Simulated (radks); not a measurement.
All-electron atom: Tc V in [Kr] 4d3 (the NIST ground configuration).

Method: Dirac Kohn-Sham, BLYP, spin-unpolarised, spherical densities, finite nucleus; open shells fill j = l - 1/2 first; Fermi nuclear charge, rms radius 4.4112 fm; computed with a radial shooting solver on a logarithmic mesh with Libxc functionals.

Energy parts (hartree):
| part | energy |
|---|---|
| total | -4283.33959 |
| kinetic | 4449.68006 |
| electron-nucleus | -10282.95883 |
| Hartree | 1677.56141 |
| exchange-correlation | -127.62222 |

Orbitals (lengths in bohr, moments of r in powers of bohr; <r^-3> diverges for s and p1/2; r(90%) holds 90 % of the orbital's charge):
| orbital | occ. | eigenvalue (hartree) | <r^2> | r(90%) | <r> | <r^-3> |
|---|---|---|---|---|---|---|
| 1s1/2 | 2 | -768.3833 | 0.001586 | 0.0614 | 0.03428 | - |
| 2s1/2 | 2 | -111.1046 | 0.02632 | 0.231 | 0.1493 | - |
| 2p1/2 | 2 | -102.6018 | 0.01983 | 0.208 | 0.1271 | - |
| 2p3/2 | 4 | -98.25363 | 0.02118 | 0.214 | 0.1318 | 2595 |
| 3s1/2 | 2 | -20.77214 | 0.1976 | 0.613 | 0.4152 | - |
| 3p1/2 | 2 | -17.50521 | 0.1948 | 0.618 | 0.4090 | - |
| 3p3/2 | 4 | -16.77757 | 0.2048 | 0.634 | 0.4196 | 440.2 |
| 3d3/2 | 4 | -10.99575 | 0.1890 | 0.633 | 0.3968 | 65.07 |
| 3d5/2 | 6 | -10.85577 | 0.1922 | 0.638 | 0.4002 | 61.88 |
| 4s1/2 | 2 | -4.36733 | 1.229 | 1.51 | 1.043 | - |
| 4p1/2 | 2 | -3.39399 | 1.439 | 1.65 | 1.124 | - |
| 4p3/2 | 4 | -3.27916 | 1.508 | 1.69 | 1.150 | 69.72 |
| 4d3/2 | 3 | -1.80578 | 2.422 | 2.20 | 1.441 | 6.747 |
| 4d5/2 | 0 | -1.79157 | 2.456 | 2.22 | 1.452 | 6.401 |

The highest occupied level is 4d3/2 at -49.138 eV. The density falls to 0.001 e/bohr^3 at r = 3.04 bohr. Summed over all electrons, <r^2> = 22.33 bohr^2, which gives a Langevin (diamagnetic) susceptibility term of -17.7 x 10^-6 cm^3/mol. The electron density at the nucleus is 1.002e+05 e/bohr^3.
